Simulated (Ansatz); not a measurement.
CH4FGaGe at its PBE0-D4/def2-TZVP geometry, where that method's forces vanish. The species carries charge 0 and has multiplicity 1. The bonds changed during the relaxation, so this is another structure than the one it started from.

```xyz
8

F    -1.0188    1.3437   -1.0098
C     0.1302    0.8698   -0.3918
Ga   -0.5019   -0.7650    1.7773
Ge    0.3173   -1.1445   -0.8483
H     0.9977    1.3629   -0.8438
H     0.1050    1.2413    0.6514
H     1.0420   -1.4175    0.6402
H    -1.0715   -1.4907    0.0247
```

(1) What forces (eV/Å) does r2SCAN-D4/def2-TZVPP give on these atoms in Ansatz? (Best estimate.)

Results:

(1) Computed: 
```
F1  -0.260  0.092 -0.135
C2   0.248 -0.119  0.138
Ga3  0.084 -0.041 -0.275
Ge4 -0.049 -0.035  0.136
H5   0.007  0.006  0.005
H6  -0.006 -0.004  0.046
H7  -0.125  0.042  0.007
H8   0.101  0.059  0.079
```
